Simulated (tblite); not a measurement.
Task: Give a GFN2-xTB geometry of `CCc1ncc(C)nn1`.

Result: 
```xyz
18
C6H9N3 angstrom
C     -2.9710    0.4847    0.0232
C     -2.1488   -0.6761   -0.5411
C     -0.6912   -0.4045   -0.3643
N     -0.1136   -0.8044    0.7760
C      1.1660   -0.5361    0.9031
C      1.8651    0.1308   -0.1150
C      3.3191    0.4443   -0.0326
N      1.2112    0.5029   -1.2052
N     -0.0572    0.2383   -1.3293
H     -2.7308    1.4050   -0.5037
H     -2.7580    0.6198    1.0813
H     -4.0318    0.2798   -0.0953
H     -2.3999   -1.5952   -0.0110
H     -2.3570   -0.7902   -1.6051
H      1.6447   -0.8540    1.8216
H      3.6301    0.9593   -0.9368
H      3.5202    1.0755    0.8313
H      3.8941   -0.4736    0.0780
```

Orientation and origin are arbitrary. Atoms count from 1 in this order. The C–C distances run from 1.404 Å (C5–C6, aromatic) to 1.530 Å (C1–C2, drawn single), a spread of 0.126 Å. The 6-membered ring C3–N4–C5–C6–N8–N9 has internal angles of 116.2° to 124.1° (sum 720°, against 720° for a flat polygon); it is planar, 0.00 Å rms from its mean plane, widest ring torsion 1°. The 4 C–N bonds span 1.314 Å (N4–C5, aromatic) to 1.339 Å (C3–N4, aromatic), a spread of 0.025 Å. N9 (pyridine-type nitrogen) is bent (angle 119.8°).

Bonds between heavy atoms (Å): C1–C2 1.530, C2–C3 1.493, C3–N4 1.339, N4–C5 1.314, C5–C6 1.404, C6–C7 1.490, C6–N8 1.325, N8–N9 1.302, C3–N9 1.322.

Computed geometry: GFN2-xTB, gas phase.

Point group: C1 (no symmetry element, even within 0.4 Å). Its lowest GFN2-xTB frequency is 11 cm⁻¹, too small to tell a flat minimum from a shallow saddle. The numbers are those of one conformer (C1–C2–C3–N4 89°). 3 starts were optimised and ended at 0.00, 0.18 and 0.54 kcal/mol (GFN2-xTB); the lowest of these is shown.

Time: 0.16 s wall. Hardware: one thread of an Arm Neoverse V2, shared host with 96 logical CPUs at a one-minute load of 35. This is the geometry optimisation.
